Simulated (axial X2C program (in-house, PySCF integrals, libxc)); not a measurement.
Density and ELF of BeCl

Calculated with an in-house relativistic program for diatomic molecules. Spin-free means the one-electron spin-free X2C Hamiltonian. Basis: Cl dyall-av3z [9s8p3d2f], Be dyall-cv3z [8s8p3d1f] (cores contracted in-house); Gaussian nuclei, density fitting, unrestricted open shells. Masses: Cl 34.969 u, Be 9.012 u.

PBE0, without spin–orbit coupling, state M_S = 1/2, Λ = 0 (beyond evenly filled blocks: σα); Cl at z = 0, Be at z = 1.805 Å.

The maps cover the half plane through the axis: z from -2.4 to 4.2 Å along the bond, ρ from 0.15 to 2.25 Å away from it (steps of 0.3 Å, the bottom row nearest the axis).

log10 of the density in e/bohr³:

digits 0 to 9 span -5.04 to 1.28 evenly
```
00112222222222222222111
01122333333333333322221
01223344444433333333222
11233445555444444433322
12334555665554444444332
12345566666655555544332
22345667776665655554433
22345678987667875554433
```

Electron localisation function (collinear form, no current term, damped to 0 at low density):

digits 0 to 9 span 0.00 to 1.00 evenly
```
00000000000000123321000
00000112221001257875200
00001244443211489999730
00013567765422589999972
00024688887642489999995
00136888888761059999997
00147883038860008999998
00257863736835974999999
```

Axial spin density in 10⁻³ e/bohr³:

digits 0 to 9 span -3.91 to 3.91 evenly, values beyond are clipped
```
55555555555555555555555
55555555555555566655555
55555544455556677766555
55555544445557999987655
55555544444568999999765
55555543355558999999865
55555663389645999999975
55555785169869999999976
```

The state is one determinant whose occupation by symmetry is held fixed; it was picked as the lowest of a PBE0 search that is not exhaustive.
